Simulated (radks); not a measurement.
Eu59+, configuration [He] 2s2.

Calculated with a radial shooting solver on a logarithmic mesh with Libxc functionals: scalar-relativistic Kohn-Sham, PBEsol, spin-polarised, spherical densities, finite nucleus; Fermi nuclear charge, rms radius 5.1115 fm.

Energy parts (Ry):
| part | energy |
|---|---|
| total | -10319.4377 |
| kinetic | 11537.6839 |
| electron-nucleus | -22073.4030 |
| Hartree | 322.7853 |
| exchange-correlation | -106.5039 |

Orbitals (lengths in bohr, moments of r in powers of bohr):
| orbital | occ. | eigenvalue (Ry) | <r^2> | <r> |
|---|---|---|---|---|
| 1s | 2 | -4030.144 | 0.0006732 | 0.02223 |
| 2s | 2 | -983.6250 | 0.009634 | 0.09054 |

The highest occupied level is 2s at -13382.9 eV. Summed over all electrons, <r^2> = 0.02061 bohr^2, which gives a Langevin (diamagnetic) susceptibility term of -0.0163 x 10^-6 cm^3/mol. For comparison, the ionisation energy in NIST's Atomic Spectra Database is 13462 eV (theoretical). In exact Kohn-Sham theory the highest level is minus the ionisation energy, but local and semilocal functionals leave it too shallow, through self-interaction and a potential that decays too fast; potentials with the right tail come closer. The electron density at the nucleus is 5.977e+05 e/bohr^3 (large components only).
